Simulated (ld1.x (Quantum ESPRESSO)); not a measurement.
## What one change does to a pseudopotential (W (Z = 74), TM)

```
Element                 : tungsten
Generator               : ld1.x (Quantum ESPRESSO) 7.5
Type                    : norm-conserving Troullier–Martins (Kleinman–Bylander form)
Functional              : PBEsol
Relativity              : scalar-relativistic
Frozen core             : [Kr] 4d10 4f14 5s2
Valence charge          : 12
Reference configuration : 5p6 5d4 6s2 6p0
Partial waves           : 6s (bound): rc 2.00 bohr; 5p (bound): rc 1.80 bohr; 5d (bound): rc 1.55 bohr
Local potential         : all-electron potential smoothed inside 1.55 bohr (lloc = -1)
Core correction         : a·sin(br)/r model core, default radius (core density twice the valence density)
```

Change: all radii but the core radius scaled by about 0.80 (s 1.60, p 1.44, d 1.24 bohr); local potential all-electron potential smoothed inside 1.24 bohr (lloc = -1).

Cutoffs: the cutoffs (Ry, on a coarse ladder) from which the occupation-weighted sum of valence levels, in a spherical-Bessel basis at the reference potential, stays within 10 and 1 mRy of its value at 400 Ry; they do not see the model core or the augmentation charge, which bear on the density cutoff. Errors are all-electron minus pseudo energies relative to the spin-unpolarised reference configuration.

Q: What does the change do?

A: The potential gets harder (40 Ry and 70 Ry → 100 Ry and 230 Ry); both files keep a bound ghost (s); of the 7 tests that both files solve, the error grows in 7 and shrinks in 0 by more than 15 % and 0.3 meV (median size 5.3 → 19.7 meV). A smaller radius makes the pseudo-wave follow the all-electron one further in, where it bends more sharply, so more plane waves are needed. That the errors move this way runs against the usual rule that smaller radii transfer better.

| quantity | base | changed |
| --- | --- | --- |
| cutoff, loose | 40 Ry | 100 Ry |
| cutoff, tight | 70 Ry | 230 Ry |
| loose cutoff by channel (10 mRy a level) | s 18 Ry, p 21 Ry, d 25 Ry | s 90 Ry, p 45 Ry, d 25 Ry |
| bound ghosts | s | s |
| error for 5p6 5d4 6s1 6p0, meV [ΔE 8.92 eV] | -5.3 | -20 |
| error for 5p6 5d4 6s0 6p0, meV [ΔE 24.62 eV] | -23 | -115 |
| error for 5p6 5d3 6s0 6p0, meV [ΔE 50.02 eV] | -22 | -129 |
| error for 5p6 5d3 6s2 6p0, meV [ΔE 8.87 eV] | +4.6 | -5.4 |
| error for 5p6 5d4.5 6s1.5 6p0, meV [ΔE 0.70 eV] | -4.7 | -12 |
| error for 5p6 5d4 6s1.5 6p0, meV [ΔE 3.65 eV] | -1.8 | -4.5 |
| error for 5p6 5d2 6s0 6p0, meV [ΔE 87.25 eV] | -75 | -213 |

 A true bound ghost makes a file unfit for plane-wave use even where its test errors are small: the radial tests pick states by their node count and pass the ghost by.
